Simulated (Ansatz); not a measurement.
Two isomers of C3H10Si2: A = `[SiH3]/C=C/C[SiH3]`, B = `C=C(C)[SiH2][SiH3]`.

Computed with Ansatz on PBE0-D4/def2-TZVP structures; ΔE is electronic, products minus reactants. CCSD(T)/CBS adds triple-zeta CCSD(T) − MP2 to the extrapolated MP2 energy (def2 sets, frozen cores). Functionals use def2-TZVPP. B3LYP here is the variant with VWN-RPA as its local correlation; programs differ in this. One conformer a species, not always the lowest.

A:

```xyz
15

Si    2.0440    1.7857   -0.7207
C     1.1522    0.1824   -0.4681
C    -0.1755    0.0697   -0.5511
C    -0.9618   -1.1709   -0.3179
Si   -1.7879   -1.1320    1.3801
H     3.0129    1.6943   -1.8478
H     1.0469    2.8481   -1.0220
H     2.8161    2.1740    0.4921
H     1.7267   -0.7164   -0.2417
H    -0.7652    0.9595   -0.7729
H    -1.7536   -1.2801   -1.0667
H    -0.3255   -2.0591   -0.3700
H    -2.6650   -2.3217    1.5526
H    -2.6147    0.0972    1.5112
H    -0.7499   -1.1307    2.4430
```

B:

```xyz
15

C    -0.171    2.170   -0.120
C     0.074    0.960    0.382
C    -0.429    0.543    1.731
Si    1.051   -0.279   -0.626
Si   -0.292   -2.104   -1.225
H    -0.750    2.907    0.433
H     0.195    2.475   -1.095
H    -0.988    1.347    2.215
H     0.399    0.257    2.388
H    -1.083   -0.332    1.658
H     2.201   -0.795    0.173
H     1.578    0.382   -1.851
H    -1.418   -1.658   -2.089
H    -0.865   -2.746   -0.009
H     0.497   -3.127   -1.963
```

Q: Which isomer does CCSD(T)/CBS put lower? Give the gap. (Best estimate.)

A: Computed: B, by 0.3 kcal/mol. So small a gap doesn't settle the order.

Q: Give E(B) − E(A) in kcal/mol with B3LYP, PBE-D4, r2SCAN-D4, PBE0-D4, B3LYP-D4, HF/def2-TZVPP, MP2/def2-TZVPP. (Best estimate.)

A: Ansatz gave: B3LYP 0.1, PBE-D4 -2.9, r2SCAN-D4 -1.0, PBE0-D4 -2.1, B3LYP-D4 -0.6, HF/def2-TZVPP 2.3, MP2/def2-TZVPP 1.3. The order is the other way round with HF/def2-TZVPP, MP2/def2-TZVPP.

Largest T1 diagnostic: 0.012.

In def2-TZVPP, CCSD(T) changes the Hartree–Fock value by −2.5 kcal/mol (the triples alone add −0.3 kcal/mol) and MP2 by −1.0 kcal/mol. From PBE to PBE0 (25 % exact exchange), in def2-TZVPP and without D4, E(B) − E(A) moves by +0.8 kcal/mol.
